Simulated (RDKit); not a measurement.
Input file for RDKit: UFF on H2S (SMILES S).

```python
from rdkit import Chem
from rdkit.Chem import AllChem, rdDetermineBonds

blocks = [
'''3

S     0.45340641   -0.45970462    3.97122306
H     0.26587498   -0.31316285    2.64742752
H    -0.85976924   -0.35852233    4.23113249
''',
]
mol = None
for b in blocks:
    f = Chem.MolFromXYZBlock(b)
    rdDetermineBonds.DetermineBonds(f, charge=0)
    mol = f if mol is None else Chem.CombineMols(mol, f)
Chem.SanitizeMol(mol)
print(Chem.MolToSmiles(Chem.RemoveHs(mol)))
ff = AllChem.UFFGetMoleculeForceField(mol, vdwThresh=100.0, ignoreInterfragInteractions=False)
e = ff.CalcEnergy()
print(f'UFF energy {e:.6f} kcal/mol')
```

Output:

```
S
UFF energy 1.857370 kcal/mol
```

The run finished.

Cost: around 0.03 core-seconds (rough).
